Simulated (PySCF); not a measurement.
F₃In, SMILES [F][In+]([F])[F] (connectivity only; charge and spin as stated), charge +1, multiplicity 2. Atoms are numbered in the order given.

```xyz
4

In     0.0000     0.0000     0.1916
F      0.0000    -1.0276    -1.5605
F      0.0000     0.0000     2.0779
F      0.0000     1.0276    -1.5605
```
Charge +1, spin multiplicity 2.

Geometry optimised at r2SCAN-D4/def2-SVP. The def2 effective core potentials stand for the cores of In; spin–orbit coupling is left out.

All values below come from r2SCAN-D4/def2-SVP in PySCF.

Frequencies are harmonic and unscaled.

```csv
mode,ν (cm⁻¹),IR (km/mol),moving atoms (share of kinetic energy)
1,87,13.7,"F 72 %, In 28 %"
2,110,28.6,"F 69 %, In 31 %"
3,301,8.0,F 93 %
4,358,20.7,F 96 %
5,551,4.2,F 95 %
6,706,26.6,"F 79 %, In 21 %"
```
